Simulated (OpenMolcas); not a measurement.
**neutral hafnium: effect of the active space**

```yaml
Program: OpenMolcas 26.06
Method: CASSCF
Basis: ANO-RCC-VQZP
Scalar_Hamiltonian: DKH2, point nucleus
Spin-orbit_coupling: RASSI with atomic mean-field integrals over the reference wave functions, term energies averaged over their components
```

A. 2 electrons in 5 orbitals (5d); 2S+1 = 3 even, 10 roots; 2S+1 = 1 even, 15 roots; cost roughly 18 core-seconds
B. 4 electrons in 6 orbitals (5d 6s); 2S+1 = 3 even, 55 roots; 2S+1 = 5 even, 10 roots kept (CI in the orbitals of an earlier block); 2S+1 = 1 even, 50 roots kept (CI in the orbitals of an earlier block); cost of the order of 80 core-seconds
C. 4 electrons in 11 orbitals (5d 6s 6d); 2S+1 = 3 even, 35 roots (30 in the spin-orbit step); 2S+1 = 5 even, 10 roots kept (CI in the orbitals of an earlier block); 2S+1 = 1 even, 14 roots kept (CI in the orbitals of an earlier block); cost of the order of 90 core-seconds

Energies in cm⁻¹ above 5d² 6s² ³F₂, the measured ground level; measured values from NIST Handbook of Basic Atomic Spectroscopic Data.

```csv
Level,A,B,C,Measured
5d² 6s² ³F₂,0.0,0.0,0.0,0.0
5d² 6s² ³F₃,2559,2154,2610,2357
5d² 6s² ³F₄,5153,4242,5146,4568
5d² 6s² ³P₀,9602,3862,5006,5522
5d² 6s² ³P₁,10867,4681,5614,6573
5d² 6s² ¹G₄,14263,10999,11978,10533
```

Deviations, from unrounded energies. A percentage is the sum of absolute deviations over the sum of measured energies, with the sign that they share, or ± where signs differ.

```tsv
Against measurement	Levels	A	B	C
mean absolute deviation (cm-1)	5	2600	910	750
fine structure of the ground term (%)	2	+11.4	-7.6	+12.0
other terms of the ground configuration (%)	3	+53.5	±17.8	±12.9
```

C lies closest to measurement on these levels and A furthest from it. The largest miss of C in the table is 5d² 6s² ¹G₄, by +1400 cm-1. The ranking rests on the paired levels alone, and a cruder setting can come out closer through cancelling errors.

The spin-orbit steps hold different terms of 5d² 6s² (C lacks ¹S), which shifts levels as well.

Among A to C the level of the table that moves most is 5d² 6s² ³P₁, by 6200 cm-1 (lowest in B, highest in A).

Without dynamic correlation excited terms often stand tens of per cent too high (terms of higher spin than the ground term too low), and those without a measured partner can miss by more than the paired ones. With the s shell closed, the reference lacks s² → p², s² → d² and s → d mixing, so excited terms can stand far too high and out of order, with CASPT2 too (holds for A). Terms from blocks run as CI alone lack orbitals of their own (holds for B; C). Some high roots are left out of the spin-orbit mixing, which shifts the levels that they would mix with (holds for C). Active for correlation alone: 6d; no level in the range computed is led by a configuration that fills it, so any true level of that kind is missing (holds for C). Computed and measured levels are paired by configuration, term and J; levels that our copy of the source lacks, or whose pairing is in doubt (as where it misses far off the trend of its configuration), stay unpaired and out of the deviations. Levels of configurations outside the active space are missing. The table leaves out levels that lie high or whose names do not pair safely across all columns.
